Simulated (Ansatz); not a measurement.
System: chloro(fluoro)silane, sum formula SiH2ClF, net charge 0, singlet state. 
Coordinates optimised at B3LYP-D3(BJ)/def2-TZVP (Ansatz, a quantum-chemistry and plane-wave program):
```
Si
F 1 1.5953
H 1 1.4700 2 108.26
H 1 1.4700 3 113.68 2 120.32
Cl 1 2.0473 3 108.86 4 121.52
```
Charge 0, spin multiplicity 1.

Basis-set convergence of Hartree-Fock and CCSD(T) correlation energies (hartree) with Ansatz. Correlated levels leave the core frozen unless marked. Spin-orbit coupling is left out. No relativistic terms.

| basis | functions | E(HF) | E(corr, CCSD(T)) | rough core time |
|---|---|---|---|---|
| aug-cc-pV(D+d)Z | 105 | -849.17595 | -0.49958 | under 20 s |
| aug-cc-pV(T+d)Z | 202 | [?] | [?] | 30 s |

Question: Fill in the missing entries.

Answer: 
- aug-cc-pV(T+d)Z, E(HF): -849.23581
- aug-cc-pV(T+d)Z, E(corr, CCSD(T)): -0.62650
